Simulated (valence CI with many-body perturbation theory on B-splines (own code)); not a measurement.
Hyperfine factors and g values of Tm XXI

Calculated by configuration interaction combined with many-body perturbation theory (CI+MBPT): three valence electrons over a frozen Dirac-Fock core [Kr] 4d10, radial functions for each j: 7 s, 7 p, 7 d, 7 f, 4 g, 2 h, with the one-electron correlation potential Σ1, the two-electron term Σ2, the three-electron term Σ3, Breit, model QED; selected CI, second order for the rest, scaled by the run's own slope (own B-spline code, finite nucleus).

No measured spectrum was set against this ion. As an estimate, terms of the open shell hold to a few per cent of their energy, and close levels can change places. The list stops below the first excitations out of the core.

A/g_I is the dipole constant over the nuclear g factor μ/I (μ in nuclear magnetons, uniformly magnetised nucleus), B/Q the quadrupole constant per barn. Both hold the static response of the core; the bare values leave it out. Large factors of s and p1/2 electrons are usually good to 5 to 10 %; those of open d and f shells near neutrality can be off by tens of per cent, and small factors of p3/2, d and f electrons come from cancelling terms and can be off by a factor of two or in sign, in half-filled shells by more. B is blank for J = 1/2, where it vanishes, and for nearly pure S terms. Energies count from the lowest level.

Names give the largest LS component (configuration and term), which can be under half, so a name can repeat, a term be missing and a line seem to break the LS rules; names also repeat where a configuration has a term twice. Letters in brackets count levels of one name in rising energy.

| Level | E (cm⁻¹) | g | A/g_I (MHz) | A/g_I bare | B/Q (MHz/b) | B/Q bare |
| --- | --- | --- | --- | --- | --- | --- |
| 4f³ ⁴I°_9/2 | 0.0 | 0.746 | 2840 | 2630 | 1010 | 891 |
| 4f³ ⁴I°_11/2 | 10784 | 0.967 | 2010 | 2050 | 1150 | 988 |
| 4f³ ⁴I°_13/2 | 20822 | 1.101 | 1540 | 1740 | 1390 | 1180 |
| 4f³ ⁴F°_3/2 | 28578 | 0.534 | 3390 | 2890 | -643 | -555 |
| 4f³ ⁴I°_15/2 | 30138 | 1.187 | 1270 | 1580 | 1720 | 1440 |
| 4f³ ²H°_9/2 [a] | 32329 | 1.007 | 2020 | 2140 | -1190 | -1040 |
| 4f³ ⁴F°_5/2 | 35631 | 1.030 | 1710 | 1810 | -397 | -350 |
| 4f³ ⁴S°_3/2 | 39093 | 1.765 | -652 | 368 | -343 | -313 |
| 4f³ ⁴F°_7/2 | 39367 | 1.122 | 1500 | 1730 | -1880 | -1650 |
| 4f³ ⁴G°_5/2 | 43952 | 0.596 | 3180 | 2760 | -645 | -546 |
| 4f³ ⁴F°_9/2 | 46955 | 1.198 | 1190 | 1510 | -1030 | -903 |
| 4f³ ⁴G°_7/2 | 47813 | 1.017 | 1770 | 1870 | 833 | 731 |
| 4f³ ²H°_11/2 [a] | 49058 | 1.108 | 1420 | 1620 | -256 | -253 |
| 4f³ ²K°_13/2 | 51828 | 0.941 | 2040 | 2040 | 3980 | 3450 |
| 4f³ ²G°_7/2 [a] | 55846 | 0.971 | 1790 | 1800 | -1870 | -1620 |
| 4f³ ²D°_3/2 [a] | 57420 | 1.116 | 1210 | 1380 | -286 | -236 |
| 4f³ ⁴G°_9/2 | 58234 | 1.146 | 1360 | 1620 | 329 | 278 |
| 4f³ ²K°_15/2 | 60404 | 1.045 | 1700 | 1830 | 4750 | 4090 |
| 4f³ ²P°_1/2 | 62118 | 0.507 | 5170 | 4920 |  |  |
| 4f³ ⁴G°_11/2 | 66038 | 1.208 | 1220 | 1570 | 239 | 186 |
| 4f³ ²D°_5/2 [a] | 67031 | 1.187 | 1320 | 1640 | -1360 | -1170 |
| 4f³ ²G°_9/2 [a] | 68182 | 1.130 | 1300 | 1510 | -1300 | -1110 |
| 4f³ ⁴D°_5/2 | 72040 | 1.266 | 1070 | 1490 | 687 | 592 |
| 4f³ ⁴D°_3/2 | 72686 | 1.084 | 1680 | 1880 | 432 | 384 |
| 4f³ ²I°_11/2 | 75003 | 0.989 | 1780 | 1820 | 2500 | 2140 |
| 4f³ ⁴D°_1/2 | 78919 | 0.152 | 5570 | 4760 |  |  |
| 4f³ ²D°_3/2 [b] | 79313 | 1.077 | 1530 | 1690 | 81.3 | 78.9 |
| 4f³ ²L°_15/2 | 81018 | 0.970 | 1790 | 1800 | 6140 | 5310 |
| 4f³ ²I°_13/2 | 82779 | 1.070 | 1640 | 1810 | 2610 | 2260 |
| 4f³ ⁴D°_7/2 | 84707 | 1.412 | 311 | 863 | 3500 | 3000 |
| 4f³ ²L°_17/2 | 85355 | 1.057 | 1630 | 1780 | 7210 | 6220 |
| 4f³ ²H°_9/2 [b] | 86717 | 0.928 | 1910 | 1870 | 1450 | 1250 |
| 4f³ ²D°_3/2 [c] | 93786 | 0.946 | 1800 | 1760 | -518 | -456 |
| 4f³ ²F°_5/2 [a] | 94045 | 1.086 | 1770 | 1990 | 228 | 192 |
| 4f³ ²H°_11/2 [b] | 96178 | 1.060 | 1520 | 1640 | 1170 | 1020 |
| 4f³ ²D°_5/2 [b] | 108130 | 1.050 | 1610 | 1740 | 2850 | 2460 |
| 4f³ ²F°_7/2 [a] | 109710 | 1.144 | 1380 | 1630 | 1070 | 918 |
| 4f³ ²G°_9/2 [b] | 122570 | 1.103 | 1550 | 1770 | 2300 | 2000 |
| 4f³ ²G°_7/2 [b] | 126070 | 0.901 | 1890 | 1800 | 3480 | 3000 |
| 4f³ ²F°_7/2 [b] | 170620 | 1.134 | 1280 | 1500 | 4670 | 4050 |

Task: Take the isotope of mass number 169, with I = 1/2, μ = -0.231 μN. What is the hyperfine structure of 4f³ ⁴I°_9/2?

Result: From the table A = -1310 MHz. Shifts from the centre of gravity in MHz: F = 4: 3600, F = 5: -2950.
